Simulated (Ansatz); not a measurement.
AgI, charge +1, doublet, geometry from GFN2-xTB (such geometries of metal compounds can be far from the true shape) (the multiplicity is a formal guess) (core potentials on Ag, I); R2SCAN/def2-SVP run with Ansatz (a program for electronic structure).

Here is a job for Ansatz.
Ansatz 0.2 input:
```yaml
crystal:
  periodic: [false, false, false]
  atoms:
    - {symbol: Ag, position_ang: [-0.00000000, -0.00000000, -1.41075553]}
    - {symbol: I, position_ang: [0.00000000, 0.00000000, 1.25104736]}
basis:
  gaussian:
    orbitals: def2-SVP
hamiltonian:
  xc: r2scan
total_charge: 1
magnetization: {spin_polarized: true, initial_magnetization: 1}
```

Write the output that Ansatz gives for this input, abridged.


```
Functional definition: r2SCAN
598 factors; their error is unknown
mean field evaluation 1: about -12089.4899 eV, gradient 3.6e1 eV
mean field evaluation 2: about -12019.8921 eV, gradient 1.3e2 eV
mean field evaluation 4: about -12096.2611 eV, gradient 4.0e0 eV
mean field evaluation 8: about -12096.3349 eV, gradient 3.5e-2 eV
mean field evaluation 16: about -12096.3349 eV, gradient 2.9e-5 eV
mean field evaluation 32: about -12096.3349 eV, gradient 1.9e-3 eV
mean field -12096.33487418 eV, -444.5321074359 hartree, gradient 2.9e-5 eV, S^2 0.753962; 6 other end points of the search recorded, 0 dependent functions left out
reference -12096.33489497 eV, -444.5321081999 hartree; 22, 21 occupied and 35, 36 virtual orbitals, 598 factors
Total energy: -12096.33489497 eV, -444.5321081999 hartree
```
